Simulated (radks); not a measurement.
Values are calculated unless marked as measured or tabulated.
Spherical quantum dot in the effective-mass picture: electrons in a hard-walled sphere of radius 7.02, with a point charge +2 (a donor) at the centre, all in effective atomic units (hartree* = m*/eps^2 hartree, bohr* = eps/m* bohr), one dielectric constant everywhere. Level of theory: non-relativistic Kohn-Sham, exchange-only LDA, spin-polarised, spherical densities (a radial shooting solver with Libxc functionals). Levels are named by radial order and angular momentum (1s, 1p, 1d, 2s, ...), and open shells are averaged over m.

N = 11, configuration 1s2 1p6 1d(up 1, down 0) 2s2. This is the lowest configuration that the search found. Occupied and some empty levels:

| level | occupation | eigenvalue (hartree*) | <r> (bohr*) |
|---|---|---|---|
| 1s up | 1 | 1.4448 | 1.068 |
| 1s down | 1 | 1.4449 | 1.059 |
| 2s up | 1 | 1.7083 | 4.697 |
| 2s down | 1 | 1.7230 | 4.692 |
| 1p up | 3 | 1.7463 | 4.805 |
| 1p down | 3 | 1.7613 | 4.792 |
| 1d up | 1 | 1.8427 | 4.995 |
| 1d down | 0 | 1.8583 | 4.990 |
| 1f up | 0 | 1.9721 | 5.140 |
| 1f down | 0 | 1.9880 | 5.138 |
| 1g up | 0 | 2.1323 | 5.261 |
| 1g down | 0 | 2.1484 | 5.260 |
| 2p up | 0 | 2.1995 | 3.511 |
| 2p down | 0 | 2.2071 | 3.503 |

Energy (hartree*): total 5.82159, kinetic 4.9778, external -10.524, Hartree 13.614, exchange-correlation -2.2467.

Electron density:

| r (bohr*) | n(r) (e/bohr*^3) |
|---|---|
| 0.179 | 1.721 |
| 0.705 | 0.2566 |
| 1.23 | 0.04859 |
| 1.76 | 0.01217 |
| 2.28 | 0.005807 |
| 2.81 | 0.005925 |
| 3.33 | 0.007828 |
| 3.86 | 0.01015 |
| 4.38 | 0.01189 |
| 4.91 | 0.01196 |
| 5.44 | 0.009612 |
| 5.96 | 0.005426 |
| 6.49 | 0.001512 |
| 7.01 | 1.477e-06 |
